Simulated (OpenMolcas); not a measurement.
**Ag2+ in KZnF3: curves along the breathing mode**

Ag2+ with its 6 nearest fluoride ions, on the Zn site of KZnF3 (a = 4.054 Å, distance in the model lattice 2.027 Å). The rest of the host is ab initio model potentials to 7.6 Å, with orthogonalisation functions on the cations behind the ligands, and point charges beyond; the distance is set by hand and nothing relaxes. Ligand basis ANO-RCC-VDZP.

```json
{"Program": "OpenMolcas", "Method": "CASSCF", "Basis": "ANO-RCC-VDZP [6s5p3d1f]", "Scalar Hamiltonian": "DKH2, point nucleus", "Active space": "9 electrons in 5 orbitals (4d)", "State averaging": "2S+1 = 2 even, 5 roots", "Spin-orbit coupling": "state interaction with AMFI integrals over the reference wave functions"}
```

Spin-free energies (labels of O, the rotations of Oh) in cm-1 above the lowest fitted minimum, as all ligands move together:

| R (Å) | 2E | 2T2 |
| --- | --- | --- |
| 2.029 | 3670 | 18980 |
| 2.076 | 480 | 14050 |
| 2.124 | 220 | 12230 |
| 2.172 | 2810 | 13480 |
| 2.22 | 8210 | 17720 |
| 2.268 | 16510 | 25010 |
| 2.315 | 27670 | 35310 |

Cubic fits give the following; the wavenumber is harmonic, with the mass of all moving ligands, small differences in it between states hang on the degree of the fit, a number in brackets counts states of one label, and the table is a selection of at most 14 states with clean curves.

| State | R0 (Å) | Breathing mode (cm-1) | Minimum (cm-1) |
| --- | --- | --- | --- |
| 2E | 2.106 | 607 | 0 |
| 2T2 | 2.129 | 629 | 12210 |

The minimum of 2T2 is shifted by +0.0237 Å against 2E (from the unrounded fits). With M = 114.0 u for the moving shell, the Huang-Rhys factor in this mode is S = M ω ΔR² / 2ħ = 0.01483 × 114.0 × 607 × 0.0237² = 0.58. Only the first shell moves, against a rigid host.

An orbital doublet at a regular site is open to a Jahn-Teller distortion, which this geometry leaves out. With metal d orbitals alone the field can be off either way by tens of per cent. Ligand-to-metal charge-transfer states are missing. No measured value stands beside these numbers.
